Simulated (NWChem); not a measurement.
System: MgNH3Se; SMILES [Mg]([SeH])[NH2]

Here is an NWChem input.

```
start job
memory heap 200 mb stack 900 mb global 1100 mb
geometry units angstroms
  Mg     0.138171    -0.993547     0.080809
  N      0.296280    -2.862305    -0.118565
  H      0.721922    -3.353277    -0.899616
  H     -0.030518    -3.570089     0.533010
  Se    -0.050914     1.419424     0.336838
  H     -1.350457     1.394814    -0.358698
end
basis spherical
  * library 3-21g
end
dft
  xc b3lyp
  iterations 150
end
driver
  maxiter 120
end
task dft optimize
task dft freq
```

This build's default masses of Se (78.918 u) and Br (79.917 u) are each other's, which moves their modes by up to 0.6 %.

The level has its own optimisation; frequencies are unscaled.

### Question
Predict the main results of this run. (B3LYP/3-21G.) Quantities: r Mg–N (Å); r Mg–Se (Å); r H–N (Å); r H–Se (Å); highest harmonic frequency (cm⁻¹); lowest (cm⁻¹); zero-point energy (kcal/mol); dipole (D).

### Answer
* **r Mg–N (Å)**: 1.873
* **r Mg–Se (Å)**: 2.464
* **r H–N (Å)**: 1.023
* **r H–Se (Å)**: 1.501
* **highest harmonic frequency (cm⁻¹)**: 3516
* **lowest (cm⁻¹)**: 80
* **zero-point energy (kcal/mol)**: 19.8
* **dipole (D)**: 2.89
